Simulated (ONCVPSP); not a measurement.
What one change does to a pseudopotential (chlorine, ONCV)

ONCVPSP 4.0.1 input, shortened (lines: element, Z, core and valence counts, functional; n l f; lmax; l rc ep ncon nbas qcut; lloc lpopt rc5 dvloc0; l nproj debl; icmod fcfact rcfact), PBEsol, scalar-relativistic:

```
  Cl 17.00    3    2  -116133      upf
    1    0    2.00
    2    0    2.00
    2    1    6.00
    3    0    2.00
    3    1    5.00
    2
    0    1.30    0.00    4    7    4.70
    1    1.20    0.00    4    8    6.60
    2    1.40    0.47    4    8    5.80
    4    3    0.95    0.00
    0    2    1.40
    1    3    1.20
    2    2    3.20
    3    4.50    1.05
```

All-electron outer shells of the reference configuration (PBEsol, scalar-relativistic, ld1.x):

| shell | level (eV) | outermost node (bohr) | outermost maximum (bohr) |
| --- | --- | --- | --- |
| 2s | -252.19 | 0.12 | 0.36 |
| 2p | -191.42 | – | 0.30 |
| 3s | -20.62 | 0.56 | 1.27 |
| 3p | -8.56 | 0.53 | 1.43 |

Change: s: qcut 2.8.

Cutoffs: the cutoffs (Ha) at which the residual kinetic energy of the hardest occupied pseudo-wave falls to 1 and 0.1 mHa per electron; they do not see the model core or the augmentation charge, which bear on the density cutoff. Errors are all-electron minus pseudo energies relative to the spin-unpolarised reference configuration.

What does the change do?

The potential gets harder (44 Ha and 66 Ha → 63 Ha and 75 Ha); both files keep a bound ghost (p); of the 4 tests that both files solve, the error grows in 3 and shrinks in 0 by more than 15 % and 0.3 meV (median size 5.8 → 7.3 meV).

| quantity | base | changed |
| --- | --- | --- |
| cutoff, loose | 44 Ha | 63 Ha |
| cutoff, tight | 66 Ha | 75 Ha |
| loose cutoff by channel | s 44 Ha, p 10 Ha | s 63 Ha, p 10 Ha |
| bound ghosts | p | p |
| GHOST(+) flags under 300 eV | s at 196.1 eV | s at 215.3 eV |
| error for 3s2 3p4, meV [ΔE 13.84 eV] | +0.5 | +0.8 |
| error for 3s2 3p3, meV [ΔE 39.23 eV] | +11 | +14 |
| error for 3s2 3p2, meV [ΔE 77.49 eV] | +53 | +62 |
| error for 3s2 3p4.5, meV [ΔE 5.56 eV] | -0.2 | -0.2 |
| s: phases at 1.32 bohr within 0.05 rad from the reference energy up to (Ha; the scan ends near 5) | to the end of the scan | to the end of the scan |
| p: phases at 1.22 bohr within 0.05 rad from the reference energy up to (Ha; the scan ends near 5) | to the end of the scan | to the end of the scan |
| d: phases at 1.42 bohr within 0.05 rad from the reference energy up to (Ha; the scan ends near 5) | to the end of the scan | to the end of the scan |
| rms error of d²Exc/dni dnj with the model core, mHa | 1.13 | 0.89 |

 A true bound ghost makes a file unfit for plane-wave use even where its test errors are small: the radial tests pick states by their node count and pass the ghost by.
